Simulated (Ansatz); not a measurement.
Molecule: C$_{5}$H$_{10}$Si (charge 0, singlet). 
Coordinates optimised at B3LYP-D3(BJ)/def2-TZVP (Ansatz, a first-principles code):
```
C
C 1 1.3397
H 2 1.0823 1 121.77
H 2 1.0823 3 117.05 1 -179.83
C 1 1.4634 2 119.28 3 179.83
C 5 1.3331 1 126.63 2 -179.94
H 6 1.0815 5 120.95 1 179.85
H 6 1.0818 7 116.43 5 -179.71
H 5 1.0857 6 118.58 7 -0.03
C 1 1.5037 2 121.42 3 -1.68
H 10 1.0921 1 109.90 2 24.44
H 10 1.0921 11 106.73 1 -120.66
Si 10 1.8920 11 106.78 12 -116.35
H 13 1.4798 10 111.55 11 -177.85
H 13 1.4815 14 108.95 10 -120.74
H 13 1.4843 14 108.71 15 -118.45
```

Wanted: atomisation energy (electronic, to ground-state atoms), in kcal/mol. Correlated levels leave the core frozen unless marked. Open shells are spin-unrestricted. Spin-orbit coupling is left out. Non-relativistic. The coupled-cluster limit lacks core correlation, which all-electron functionals hold. CBS(X,Y): correlation extrapolated as X^-3; Hartree-Fock from the larger set.

```tsv
level	program	atomisation energy (kcal/mol)
HF/STO-3G	Ansatz	1414.5
HF/6-31G*	Ansatz	1137.0
BLYP-D3(BJ)/def2-TZVPD	Ansatz + dftd3	1513.3
PBE0/def2-SVP	Ansatz	1529.2
BHLYP/def2-TZVPD	Ansatz	1474.7
r2SCANh/def2-TZVPD	Ansatz	1511.4
r2SCAN0-D4/def2-TZVPD	Ansatz + dftd4	1504.7
HSE06-D3(BJ)/def2-TZVPD	Ansatz + dftd3	1525.8
CAM-B3LYP-D4/def2-TZVPD	Ansatz + dftd4	1522.5
CAM-B3LYP/def2-TZVPD	Ansatz	1514.7
wB97X-V/def2-TZVPD	Ansatz	1517.3
B2GP-PLYP-D4/def2-TZVPD	Ansatz + dftd4	1499.8
B2PLYP/def2-TZVPD	Ansatz	1498.2
MP2/STO-3G	Ansatz	1587.3
MP2/cc-pV(Q+d)Z	Ansatz	1518.9
CCSD/6-31G	Ansatz	1300.3
CCSD/6-31G*	Ansatz	1371.5
CCSD/aug-cc-pV(D+d)Z	Ansatz	1403.5
CCSD(T)/6-31G*	Ansatz	1386.6
CCSD(T)/cc-pV(D+d)Z	Ansatz	1410.7
CCSD(T)/CBS(cc-pV(T+d)Z,cc-pV(Q+d)Z)	Ansatz	1516.0
```

The Hartree-Fock reference is unstable (checked in the largest basis), which strains HF and MP2.
